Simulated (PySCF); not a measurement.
SMILES F[Si](F)(F)CCC(C)(C)C (C6H13F3Si), GFN2-xTB optimised geometry.

```
23

C      1.91     0.83    -2.56
C      1.51     0.09    -1.28
C      2.08     0.86    -0.08
C      2.10    -1.32    -1.31
C     -0.03     0.05    -1.22
C     -0.62    -0.66     0.00
Si    -2.50    -0.66     0.00
F     -3.16    -1.39     1.25
F     -3.15    -1.37    -1.26
F     -3.15     0.79     0.00
H      1.51     1.84    -2.57
H      2.99     0.88    -2.65
H      1.52     0.30    -3.44
H      1.63     1.84     0.00
H      1.91     0.32     0.85
H      3.16     0.98    -0.20
H      1.65    -1.90    -2.12
H      1.93    -1.84    -0.37
H      3.17    -1.28    -1.48
H     -0.40     1.08    -1.25
H     -0.39    -0.44    -2.13
H     -0.26    -0.18     0.91
H     -0.26    -1.69     0.03
```

Density from PBE/def2-SVP (PySCF 2.14.0) at that geometry.

Minimum of the electron density along straight lines between bonded atoms, close to the bond critical point (lines longer than 1.1 times the sum of covalent radii, or with two minima, are not listed):

```tsv
bond	length / Å	ρ at the minimum / e bohr⁻³	∇²ρ there / e bohr⁻⁵	position (fraction from the first atom)
C1–C2	1.533	0.240	-0.52	0.50
C2–C3	1.530	0.241	-0.52	0.50
C2–C4	1.530	0.241	-0.52	0.50
C2–C5	1.540	0.237	-0.51	0.50
C5–C6	1.537	0.232	?	0.49
C6–Si7	1.875	0.122	0.29	0.62
Si7–F8	1.589	0.126	1.17	0.42
Si7–F9	1.589	0.126	1.18	0.42
Si7–F10	1.589	0.126	1.18	0.42
C1–H11	1.088	0.274	-0.99	0.63
C1–H12	1.088	0.274	-0.99	0.63
C1–H13	1.088	0.274	-0.99	0.63
C3–H14	1.088	0.274	-0.98	0.63
C3–H15	1.087	0.274	-0.98	0.63
C3–H16	1.088	0.274	-0.99	0.63
C4–H17	1.088	0.274	-0.98	0.63
C4–H18	1.087	0.274	-0.98	0.63
C4–H19	1.088	0.274	-0.99	0.63
C5–H20	1.092	0.275	-0.99	0.63
C5–H21	1.092	0.275	-0.99	0.63
C6–H22	1.092	0.270	-0.95	0.63
C6–H23	1.091	0.270	-0.95	0.63
```

Task: Complete the blanks.

Result: 
- C5–C6, ∇²ρ there / e bohr⁻⁵: -0.48
